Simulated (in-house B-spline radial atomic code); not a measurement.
RPA and G0W0 on CAM-B3LYP: Zn

Configuration [Ar] 3d10 4s2, mean-field start CAM-B3LYP. Computed with a B-spline radial code for spherical atoms: all electrons, non-relativistic, point nucleus, each spin shell either full or empty, empty states to l = 9 with an (l + 1/2)⁻⁴ tail; G0W0 by contour deformation at full frequency.

Command:
```bash
python run_gw.py task.json out
```
Settings (radii: box in bohr, nucleus in fm):
```
Z                        30
electrons                30
configuration            [Ar] 3d10 4s2
hamiltonian              nr
method                   camb3lyp
lmax                     9
spin_polarised           False
box_radius               40
intervals                55
ion_configuration        [Ar] 3d10 4s1
```

Run time, properties included: 7 s on 1 thread of Arm Neoverse N1, on a shared host.

Energies (hartree):

```
                                     term        value
                         mean-field total  -1779.55943
Hartree-Fock functional on these orbitals  -1777.81637
                      direct second order      -2.7018
                    second-order exchange      0.76528
                         SOSEX correction      0.67767
```

Q: What is the RPA correlation energy, and what remains with SOSEX?

A: RPA gives -2.1971 hartree (-1.99 eV per electron); RPA + SOSEX gives -1.5194, and the second-order doubles -1.9365 hartree (no singles). SOSEX takes back 31 % of the RPA value.

Quasi-particle levels (eV):

```tsv
level	occupied	mean field	Σx - vxc	Σc	QP weight	G0W0
4s	yes	-7.851	-0.17	?	?	?
```

G0W0 = mean field + (Σx - vxc) + Σc, with Σc (partial-wave tail included) taken at the quasi-particle energy. Only the outer levels were computed. Levels of low weight are left out.

Q: Where does G0W0 put 4s?

A: At -9.322 eV, with Σc = -1.30 eV and a quasi-particle weight of 0.925. The tabulated removal energy is 9.394 eV (NIST, measured); the calculation leaves out relativity, Breit and QED terms, and what these don't explain is the method's own error.

Q: What does it cost to remove one electron (to [Ar] 3d10 4s1) by differences of total energies, each species on its own start (correlation terms add to the Hartree-Fock functional)?

A: CAM-B3LYP 9.323 eV, Hartree-Fock functional 7.517 eV, + RPA 9.199 eV, + RPA + SOSEX 8.811 eV, + second order 9.741 eV. Tabulated: 9.394 eV (NIST, measured); the calculation leaves out relativity, Breit and QED terms, and what these don't explain is the method's own error.
